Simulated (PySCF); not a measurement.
Excitations are Tamm–Dancoff values on a coarser integration grid. The basis has no diffuse functions, so Rydberg states are missing or too high.

Z-matrix (Å, degrees):
```
Ge
H 1 1.5381
H 1 1.5381 2 110.90
Se 1 2.1494 2 124.55 3 180.00
```
Charge 0, multiplicity 1.

Q: Give the S1 excitation (TDA), brightest of the four lowest singlets (TDA), HOMO–LUMO gap, total energy and hole reorganisation energy (four-point) at the level PBE-D3(BJ)/def2-TZVP // r2SCAN-D4/def2-TZVP (PySCF 2.14.0).

A: 
```json
{
 "S1 excitation (TDA)": "2.23 eV",
 "brightest of the four lowest singlets (TDA)": "4.57 eV",
 "HOMO–LUMO gap": "2.07 eV",
 "total_energy": "-4479.0856 Ha",
 "hole reorganisation energy (four-point)": "0.194 eV"
}
```
